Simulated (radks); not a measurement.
Radial electron density D(r) = 4 pi r^2 rho(r) of an atom or ion with 3 electrons. All-electron calculation, scalar-relativistic Kohn-Sham, LDA (Slater exchange, Perdew-Wang correlation), spin-polarised, spherical densities, point nucleus. Program: a radial shooting solver on a logarithmic mesh with Libxc functionals.

r (bohr)  D(r) (e/bohr)  spin D(r)
0.0301           0.4912      0.170
0.03314          0.5773      0.200
0.03677          0.6854      0.237
0.04047          0.8002      0.277
0.04491          0.9424      0.326
0.04943           1.091      0.377
0.05485           1.273      0.440
0.06038           1.459      0.504
0.06646           1.664      0.575
0.07375           1.905      0.658
0.08118           2.144      0.740
0.09007           2.416      0.833
0.09915           2.674      0.922
0.11              2.955       1.02
0.1211            3.208       1.10
0.1344            3.463       1.19
0.1479            3.669       1.26
0.1628            3.836       1.31
0.1807            3.960       1.35
0.1989            4.009       1.37
0.2207            3.982       1.35
0.2429            3.877       1.31
0.2695            3.675       1.24
0.2967            3.412       1.14
0.3292            3.057       1.02
0.3624            2.683      0.889
0.3989            2.288      0.753
0.4426            1.864      0.609
0.4872            1.505      0.490
0.5406            1.178      0.383
0.595            0.9532      0.312
0.6603           0.8024      0.268
0.7268           0.7475      0.256
0.8064           0.7660      0.268
0.8877           0.8338      0.295
0.9771           0.9245      0.327
1.084             1.018      0.358
1.193             1.073      0.374
1.324             1.081      0.372
1.458             1.031      0.349
1.617            0.9191      0.305
1.78             0.7767      0.252
1.976            0.6018      0.190
2.175            0.4425      0.136
2.394            0.3021     0.0896
2.656            0.1824     0.0518
2.924            0.1046     0.0284
3.244           0.05141     0.0132
3.571           0.02398    0.00576
3.963          0.009242    0.00205
4.362          0.003374   0.000684
4.84          0.0009739   0.000176
5.327         0.0002656  0.0000419

What is the nuclear charge?

Answer. Z = 5. The innermost maximum, from 1s, lies near gamma/Z bohr with gamma = sqrt(1 - (Z/c)^2) = 0.999, here 0.2 bohr (found: 0.204), and its height grows with Z. The density is that of the boron ion B2+ in 1s1.5 2s1.5; the configuration itself is not fixed sharply by these data. D(r) has 2 maxima, at r = 0.204, 1.27 bohr, and minima at 0.744 bohr, inside which lie 1.55 electrons.
